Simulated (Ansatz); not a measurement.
A made-up structure of GeSi2H4, closed shell:

| atom | x (Å) | y (Å) | z (Å) |
| --- | --- | --- | --- |
| Si1 | -1.5111 | -1.0023 | 0.6990 |
| Si2 | 0.0547 | -1.7461 | -0.6717 |
| Ge3 | 0.5286 | 0.6202 | 0.1412 |
| H4 | -1.4694 | -1.1043 | -0.9745 |
| H5 | 0.4497 | 1.5867 | -1.0478 |
| H6 | -2.4195 | -1.3465 | 1.7348 |
| H7 | 1.9950 | 0.2964 | 0.4766 |

It is relaxed with PBE-D4/def2-SVP and then PBE0-D4/def2-TZVP (Ansatz 0.2.0). Atoms count as bonded within 1.22 times the sum of their covalent radii (H–H: 0.88 Å). The end point is not checked to be a true minimum.

(1) Does its bonding change? (A judgement: the text doesn't fix the answer.)

## Answers

(1) The calculation gives: No: no bond forms or breaks.

Where it ends: The first stage lowers the energy by 1.41 eV in 8 steps. It ends as GeSi₂H₄ ([H]1[Si]2[GeH2][SiH]12):
Si1  (-1.080, -0.974, 0.776)
Si2  (-0.007, -1.930, -0.976)
Ge3  (0.549, 0.366, -0.105)
H4  (-1.579, -1.234, -0.775)
H5  (0.314, 1.682, -0.860)
H6  (-2.371, -1.019, 1.524)
H7  (1.803, 0.413, 0.774)
(Å)

Labels in which every atom is bracketed show which atoms are joined, not bond orders.

For scale, one of the runs: PBE0-D4/def2-TZVP relaxation, 146 basis functions, launched by `ansatz run in.yaml --threads 2 --pin off --events-out ev --progress --plain --max-ram 4352MiB`. Hardware: 2 CPU threads of an Arm Neoverse V2, shared host. Wall time about 23 s.
